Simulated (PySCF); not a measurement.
Molecular orbitals of PRu

BLYP at R = 2.054 Å; P def2-TZVPP, Ru def2-TZVPP with ECP28; scalar-relativistic core potentials (PySCF 2.14). State: quartet, unpaired electrons σ ↑, π ↑, δ ↑, a mixture of terms (⟨Lz²⟩ = 4.9). Only the outer orbitals are listed, counted within each symmetry, core potentials removing the inner ones.

```json
{"spin": "α", "orbital": "6σ", "occ.": "1", "ε (eV)": "-13.58", "on P (%)": "88", "main shells (%)": "87 P s"}
{"spin": "α", "orbital": "7σ", "occ.": "1", "ε (eV)": "-7.29", "on P (%)": "44", "main shells (%)": "54 Ru d, 36 P p"}
{"spin": "α", "orbital": "3π", "occ.": "1", "ε (eV)": "-7.06", "on P (%)": "31", "main shells (%)": "68 Ru d, 30 P p"}
{"spin": "α", "orbital": "3π", "occ.": "1", "ε (eV)": "-6.95", "on P (%)": "31", "main shells (%)": "69 Ru d, 29 P p"}
{"spin": "α", "orbital": "1δ", "occ.": "1", "ε (eV)": "-6.10", "on P (%)": "0", "main shells (%)": "100 Ru d"}
{"spin": "α", "orbital": "1δ", "occ.": "1", "ε (eV)": "-5.43", "on P (%)": "2", "main shells (%)": "95 Ru d"}
{"spin": "α", "orbital": "8σ", "occ.": "1", "ε (eV)": "-5.03", "on P (%)": "23", "main shells (%)": "51 Ru s, 25 Ru d, 23 P p"}
{"spin": "α", "orbital": "4π", "occ.": "1", "ε (eV)": "-4.00", "on P (%)": "62", "main shells (%)": "61 P p, 27 Ru d, 11 Ru p"}
{"spin": "α", "orbital": "4π", "occ.": "0", "ε (eV)": "-3.80", "on P (%)": "62", "main shells (%)": "61 P p, 26 Ru d, 12 Ru p"}
{"spin": "α", "orbital": "9σ", "occ.": "0", "ε (eV)": "-2.37", "on P (%)": "34", "main shells (%)": "33 P p, 30 Ru s, 26 Ru p"}
{"spin": "α", "orbital": "5π", "occ.": "0", "ε (eV)": "-0.42", "on P (%)": "8", "main shells (%)": "90 Ru p"}
{"spin": "β", "orbital": "2π", "occ.": "1", "ε (eV)": "-46.69", "on P (%)": "0", "main shells (%)": "100 Ru p"}
{"spin": "β", "orbital": "6σ", "occ.": "1", "ε (eV)": "-13.30", "on P (%)": "89", "main shells (%)": "88 P s"}
{"spin": "β", "orbital": "7σ", "occ.": "1", "ε (eV)": "-6.68", "on P (%)": "55", "main shells (%)": "48 P p, 40 Ru d"}
{"spin": "β", "orbital": "3π", "occ.": "1", "ε (eV)": "-6.46", "on P (%)": "46", "main shells (%)": "53 Ru d, 44 P p"}
{"spin": "β", "orbital": "3π", "occ.": "1", "ε (eV)": "-6.06", "on P (%)": "40", "main shells (%)": "60 Ru d, 38 P p"}
{"spin": "β", "orbital": "1δ", "occ.": "1", "ε (eV)": "-4.60", "on P (%)": "1", "main shells (%)": "96 Ru d"}
{"spin": "β", "orbital": "8σ", "occ.": "0", "ε (eV)": "-3.95", "on P (%)": "17", "main shells (%)": "50 Ru s, 33 Ru d, 17 P p"}
{"spin": "β", "orbital": "1δ", "occ.": "0", "ε (eV)": "-3.76", "on P (%)": "1", "main shells (%)": "99 Ru d"}
{"spin": "β", "orbital": "4π", "occ.": "0", "ε (eV)": "-3.41", "on P (%)": "50", "main shells (%)": "49 P p, 41 Ru d, 9 Ru p"}
```

**Question.** Which are the highest filled and the lowest empty level, where do they sit, and how wide is the gap?

**Answer.** Highest filled α 4π at -4.00 eV (in %: 61 P p, 27 Ru d, 11 Ru p); lowest empty β 8σ at -3.95 eV (in %: 50 Ru s, 33 Ru d, 17 P p); the gap at BLYP is 0.05 eV.

| Quantity | Value |
| --- | --- |
| bond order (Mayer) | 2.83 |
| ⟨S²⟩ | 3.780 |
| charge on P (Mulliken, basis-dependent) | -0.14 |
| charge on P (Löwdin, basis-dependent) | 0.23 |
| dipole moment (positive dipole means P(−)Ru(+)) | 1.97 D |

Spin–orbit coupling is left out. With d or f electrons several states lie close, and the lowest PBE0 determinant need not be the measured ground state.
